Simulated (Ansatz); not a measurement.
Ansatz (a quantum-chemistry and plane-wave program) input (PBE0/6-31G*):

Ansatz 0.2 input:
```yaml
crystal:
  periodic: [false, false, false]
  atoms:
    - {symbol: C, position_ang: [-2.59850535, 0.14921332, 0.20336652]}
    - {symbol: C, position_ang: [-1.48370442, -0.45916244, 0.96782383]}
    - {symbol: C, position_ang: [-0.44130161, -1.18120059, 0.11131329]}
    - {symbol: S, position_ang: [0.39121401, -0.15713573, -1.14403551]}
    - {symbol: C, position_ang: [1.19670197, 1.11599209, -0.11981925]}
    - {symbol: C, position_ang: [2.24996898, 0.59045408, 0.84460124]}
    - {symbol: H, position_ang: [-2.46558169, 0.42683390, -0.83240280]}
    - {symbol: H, position_ang: [-3.51428695, 0.43240812, 0.70299263]}
    - {symbol: H, position_ang: [-0.97374383, 0.30479275, 1.57607038]}
    - {symbol: H, position_ang: [-1.87568069, -1.17360871, 1.70266940]}
    - {symbol: H, position_ang: [0.30848997, -1.65304724, 0.74690025]}
    - {symbol: H, position_ang: [-0.91625474, -1.97294047, -0.47047259]}
    - {symbol: H, position_ang: [1.64755504, 1.78766558, -0.85212877]}
    - {symbol: H, position_ang: [0.43194070, 1.68999061, 0.40567968]}
    - {symbol: H, position_ang: [1.81122422, -0.06483902, 1.59824292]}
    - {symbol: H, position_ang: [2.73120998, 1.41896530, 1.37035946]}
    - {symbol: H, position_ang: [3.01674626, 0.02617236, 0.31294354]}
basis:
  gaussian:
    orbitals: 6-31G*
hamiltonian:
  xc: {name: PBE0}
magnetization: {spin_polarized: true, initial_magnetization: 1}
```

End of the output:

```
integrals: 0.09 GiB planned
1243 factors; integrals over basis functions are off by at most 6.2e-4 eV
0.17 GiB of the device are held for the grids
0.79 GiB of device memory are held for the factors and their scratch space
mean field: 0.39 GiB planned
mean field evaluation 1: about -16180.2130 eV, gradient 3.7e1 eV
mean field evaluation 2: about -16178.6740 eV, gradient 4.1e1 eV
mean field evaluation 4: about -16187.0486 eV, gradient 1.4e0 eV
mean field evaluation 8: about -16187.4939 eV, gradient 6.2e-2 eV
mean field evaluation 16: about -16187.4940 eV, gradient 9.6e-5 eV
mean field -16187.49399559 eV, -594.8794320603 hartree, gradient 3.7e-5 eV, S^2 0.754654; 0 other end points of the search recorded, 0 dependent functions left out
reference -16187.49401630 eV, -594.8794328216 hartree; 29, 28 occupied and 87, 88 virtual orbitals, 1243 factors
Total energy: -16187.49401630 eV, -594.8794328216 hartree
```

It need not be the lowest isomer of its formula.
